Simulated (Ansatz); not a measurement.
```yaml
crystal:
  periodic: [false, false, false]
  atoms:
    - {symbol: O, position_ang: [-5.184591, 1.638940, 3.694375]}
    - {symbol: Al, position_ang: [-2.281295, 0.506303, 1.683801]}
    - {symbol: O, position_ang: [-1.034410, -3.034849, 1.558154]}
    - {symbol: Ge, position_ang: [2.101622, -2.996716, -0.916903]}
    - {symbol: Si, position_ang: [1.520901, 2.194730, -1.713932]}
    - {symbol: H, position_ang: [-5.885720, 3.618157, 3.768513]}
    - {symbol: H, position_ang: [4.806484, -4.068412, 0.818892]}
    - {symbol: H, position_ang: [1.426537, -5.106394, -3.480361]}
    - {symbol: H, position_ang: [3.980668, 4.066757, -0.638396]}
    - {symbol: H, position_ang: [0.732405, 3.068848, -4.767762]}
basis:
  gaussian: {orbitals: STO-3G, fitting: {mean_field: def2-universal-jkfit}}
hamiltonian: {xc: {name: SVWN5}}
scf: {lower_state_search: off}
output: {forces: true}
```

```sh
$ ansatz run in.yaml --threads 4 --pin off --events-out ev --progress --plain --max-ram 10444MiB
```

It prints (some lines left out):

```
Functional definition: SVWN5
766 factors; integrals over basis functions are off by at most 1.6e-2 eV
mean field evaluation 1: about -72617.8378 eV, gradient 3.1e1 eV
mean field evaluation 2: about -73019.5492 eV, gradient 3.9e1 eV
mean field evaluation 4: about -73828.1455 eV, gradient 4.3e1 eV
mean field evaluation 8: about -73828.1440 eV, gradient 4.3e1 eV
mean field evaluation 16: about -74051.3929 eV, gradient 9.6e0 eV
mean field evaluation 32: about -74055.3549 eV, gradient 2.0e0 eV
mean field evaluation 64: about -74055.4965 eV, gradient 9.4e-1 eV
mean field -74055.50133259 eV, -2721.4894773510 hartree, gradient 6.6e-6 eV, S^2 0.000000; 0 other end points of the search recorded, 0 dependent functions left out
reference -74055.50137615 eV, -2721.4894789517 hartree; 40, 40 occupied and 11, 11 virtual orbitals, 766 factors
Total energy: -74055.50137615 eV, -2721.4894789517 hartree
Atom 0 at    -5.184591     1.638940     3.694375 Å, force    -0.967384     3.631577    -0.115026 eV/Å
Atom 1 at    -2.281295     0.506303     1.683801 Å, force    -0.255709    -0.351975     0.283492 eV/Å
Atom 2 at    -1.034410    -3.034849     1.558154 Å, force     0.187416     0.556170    -0.278333 eV/Å
Atom 3 at     2.101622    -2.996716    -0.916903 Å, force     0.494724    -1.297731    -0.062918 eV/Å
Atom 4 at     1.520901     2.194730    -1.713932 Å, force     0.816668     1.247400    -0.864768 eV/Å
Atom 5 at    -5.885720     3.618157     3.768513 Å, force     1.429813    -3.857373    -0.194350 eV/Å
Atom 6 at     4.806484    -4.068412     0.818892 Å, force    -1.190816     0.439352    -0.757318 eV/Å
Atom 7 at     1.426537    -5.106394    -3.480361 Å, force     0.295633     0.892292     1.127634 eV/Å
Atom 8 at     3.980668     4.066757    -0.638396 Å, force    -1.208418    -0.890600    -0.566945 eV/Å
Atom 9 at     0.732405     3.068848    -4.767762 Å, force     0.398073    -0.369112     1.428531 eV/Å
Dipole moment:    -1.108881     0.604872     0.703305 e Å
Checks for a lower state left out: stability, starts, cluster_reference, orbital_swaps, neighbouring_geometries, increment
```

In this input the geometry is stretched to more than twice its size. Self-consistency was reached. The result belongs to that input, not to the molecule as meant.
